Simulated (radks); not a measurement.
Values are calculated unless marked as measured or tabulated.
Si5+, 9 electrons, occupied as [He] 2s2 2p5. Level of theory: scalar-relativistic Kohn-Sham, LDA (Slater exchange, VWN5 correlation), spin-polarised, spherical densities, finite nucleus; open shells are filled with parallel spins first; Fermi nuclear charge, rms radius 3.1224 fm (a radial shooting solver on a logarithmic mesh with Libxc functionals).

Radial electron density D(r) = 4 pi r^2 rho(r):

| r (bohr) | D(r) (e/bohr) | spin D(r) |
|---|---|---|
| 0.009666 | 1.609 | -0.000146 |
| 0.01181 | 2.257 | -0.000153 |
| 0.01442 | 3.123 | -0.0000980 |
| 0.01761 | 4.253 | 0.000110 |
| 0.02151 | 5.680 | 0.000668 |
| 0.02628 | 7.407 | 0.00198 |
| 0.03209 | 9.383 | 0.00482 |
| 0.0392 | 11.48 | 0.0107 |
| 0.04788 | 13.45 | 0.0224 |
| 0.05801 | 14.94 | 0.0434 |
| 0.07085 | 15.72 | 0.0830 |
| 0.08654 | 15.45 | 0.152 |
| 0.1057 | 14.12 | 0.266 |
| 0.1291 | 12.12 | 0.443 |
| 0.1577 | 10.20 | 0.695 |
| 0.1926 | 9.232 | 1.02 |
| 0.2352 | 9.661 | 1.38 |
| 0.2873 | 11.16 | 1.70 |
| 0.3482 | 12.60 | 1.88 |
| 0.4252 | 12.90 | 1.83 |
| 0.5194 | 11.33 | 1.54 |
| 0.6344 | 8.263 | 1.08 |
| 0.7748 | 4.862 | 0.617 |
| 0.9464 | 2.223 | 0.275 |
| 1.156 | 0.7530 | 0.0911 |
| 1.412 | 0.1782 | 0.0210 |
| 1.724 | 0.02742 | 0.00311 |

D(r) has 2 maxima, at r = 0.0743, 0.399 bohr, and minima at 0.200 bohr, inside which lie 2.22 electrons.
